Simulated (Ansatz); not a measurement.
A set of 12 reactions (ligand exchange), with CCSD(T)/CBS values in kJ/mol:

```csv
reaction,ΔE
`[BH2][Zn][OH]` + H₂S → `[OH][Zn][SH]` + BH₃,-101.1
`BC=O` + `[SiH3][SiH2][SeH]` → `B[Se][SiH2][SiH3]` + `C=O`,-98.5
`ClB(Cl)[SiH2][GeH3]` + CH₃NH₂ → `CNB(Cl)Cl` + `[SiH3][GeH3]`,-143.0
`F[Si](F)(Cl)N[SiH2]Cl` + `N[SiH3]` → `[SiH3]N[SiH2]Cl` + `N[Si](F)(F)Cl`,-7.6
`BC1C=N1` + `CNBN` → `BNBNC` + `C1=NC1`,-98.1
`CC1=[C]([AlH2])C1` + `BBO` → `BB[O][AlH2]` + `CC1=CC1`,-93.3
`O[SiH2]CCl` + H₂Te → `ClC[SiH2][TeH]` + H₂O,25.3
`[F][Mg][SH]` + CH₃SH → `C[S][Mg][SH]` + H–F,60.5
`NB[SiH2][SeH]` + `CCN` → `CCNBN` + `[SiH3][SeH]`,-106.5
`BC1C=N1` + `[SiH3][SiH2][SeH]` → `B[Se][SiH2][SiH3]` + `C1=NC1`,-67.6
`C[O][Al]([O]C)[O]C` + H–F → `C[O][Al]([F])[O]C` + CH₃OH,-45.1
`CN[SiH2]CN` + NH₃ → `NC[SiH2]N` + CH₃NH₂,1.0
```

Calculated with Ansatz (gas phase, PBE0-D4/def2-TZVP geometries, no zero-point term in ΔE). CCSD(T)/CBS adds triple-zeta CCSD(T) − MP2 to the extrapolated MP2 energy (def2 sets, frozen cores). This one scheme is used for every species. DFT in def2-TZVPP. def2 core potentials past Kr. For Ge, Mg, Se, Te, Zn outer-core shells are correlated without core-valence functions, which leaves a few kJ/mol of doubt a bond. Scalar relativity is left out up to krypton. One conformer a species, not always the lowest.

(1) Give the mean, mean absolute and largest difference (level minus CCSD(T)/CBS, kJ/mol) for: PBE-D4, r2SCAN-D4, PBE0-D4, ωB97X-V, B2PLYP, r2SCAN, HF/def2-TZVPP, MP2/def2-TZVPP, CCSD/def2-TZVPP, CCSD(T)/def2-TZVPP, MP2/def2-QZVPP, SCS-MP2/def2-QZVPP, HF/CBS(def2), CCSD/CBS(def2). (Estimate.)

The largest T1 diagnostic in the set is 0.021, for `BC=O` (customary mark 0.02).

CCSD(T)/CBS is a level of theory with its own doubt, and the functionals carry their triple-zeta basis error, so these figures describe this set and don't rank the functionals.

Answers

(1) Computed: 
```tsv
level	mean	mean absolute	largest
PBE-D4	5.0	6.2	18.2
r2SCAN-D4	3.3	4.1	11.8
PBE0-D4	1.8	3.3	8.1
ωB97X-V	2.5	3.8	10.9
B2PLYP	1.8	5.3	12.4
r2SCAN	3.3	4.7	12.8
HF/def2-TZVPP	-2.8	10.3	27.4
MP2/def2-TZVPP	-0.9	2.2	-6.2
CCSD/def2-TZVPP	0.7	2.9	12.6
CCSD(T)/def2-TZVPP	1.2	2.0	9.1
MP2/def2-QZVPP	-1.6	2.6	-6.3
SCS-MP2/def2-QZVPP	-0.7	3.2	6.8
HF/CBS(def2)	-2.7	11.5	28.0
CCSD/CBS(def2)	-0.5	1.7	3.5
```
